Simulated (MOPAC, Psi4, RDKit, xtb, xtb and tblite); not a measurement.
Two geometries of SMILES B[SiH2]C=C, relaxed at GFN2-xTB with one dihedral held; other torsions can differ between them too.

Structure A

```
11

B      2.0265     0.4842    -0.5392
Si     0.6073     0.1803     0.7717
C     -0.8522    -0.7032    -0.0672
C     -1.9671    -1.0484     0.5549
H      2.2343     1.5405    -0.9976
H      2.7001    -0.3925    -0.9237
H      0.0307     1.3810     1.4106
H      0.9946    -0.6731     1.9152
H     -0.7625    -0.9447    -1.1212
H     -2.7833    -1.5546     0.0594
H     -2.1140    -0.8359     1.6013
```

Structure B

```
11

B      2.0120     0.4826    -0.5349
Si     0.6159     0.1192     0.7862
C     -0.8770    -0.7086    -0.0394
C     -0.9628    -0.9996    -1.3275
H      2.0872     1.5119    -1.0867
H      2.8046    -0.3267    -0.8294
H      0.0541     1.2948     1.4848
H      0.9921    -0.7924     1.8880
H     -1.7176    -0.9591     0.5968
H     -1.8304    -1.4730    -1.7650
H     -0.1612    -0.7769    -2.0160
```

Task: Which is lower in energy at the level Psi4 1.11 with DF-MP2 (frozen core)/cc-pVTZ // GFN2-xTB, and by how much?

Result: B is lower, by 1.33 kcal/mol (dihedral B1–Si2–C3–C4: 180° in A, 0° in B).

E(B) − E(A) in kcal/mol at the other levels, on the same two geometries: GFN2-xTB (xtb and tblite) -0.93; PBE0/def2-TZVP // GFN2-xTB (Psi4) -1.10; PBE0-D3(BJ)/def2-TZVP // GFN2-xTB (Psi4) -1.23; PBE/def2-TZVP // GFN2-xTB (Psi4) -0.94; PBE-D3(BJ)/def2-TZVP // GFN2-xTB (Psi4) -1.08; HF/cc-pVTZ // GFN2-xTB (Psi4) -1.43; UFF // GFN2-xTB (RDKit) 1.65; PM3, restricted, heats of formation // GFN2-xTB (MOPAC) -0.02; AM1, restricted, heats of formation // GFN2-xTB (MOPAC) 0.07; GFN1-xTB // GFN2-xTB (xtb) -1.03.
